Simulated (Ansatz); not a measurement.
The cluster K₃O⁺, relaxed as a singlet with RKS r2SCAN-D4/def2-TZVP in Ansatz, starting from the GFN2-xTB geometry. Force threshold 0.02 eV/Å.

The structure comes from a short search, and lower isomers may exist.

Start:

```xyz
4

K     2.2215    0.3122    0.3005
K    -1.1430   -1.2567    1.5145
K    -0.9497    0.5789   -1.9927
O    -0.1288    0.3656    0.1777
```

Estimate the energy that the relaxation releases and the steps that it takes.

0.23 eV, in 4 steps; 10 s on 4 threads of Arm Neoverse V1 on a shared host. No frequencies were taken in this run, so the end may be a saddle point.

Does the start keep its bonding and symmetry?

By distances, no bond broke or formed. The bond that changes most is K3–O4, from 2.33 to 2.36 Å (atoms count from 1). Point group Cs at the start, D3h at the end, both within 0.05 Å.

Predict the relaxed structure.


```xyz
4

K     2.285    0.458    0.372
K    -1.247   -1.178    1.622
K    -1.038    0.718   -1.995
O    -0.001    0.001    0.001
```
Bond lengths (bridged metal pairs left out): 3 × K–O 2.36 Å.
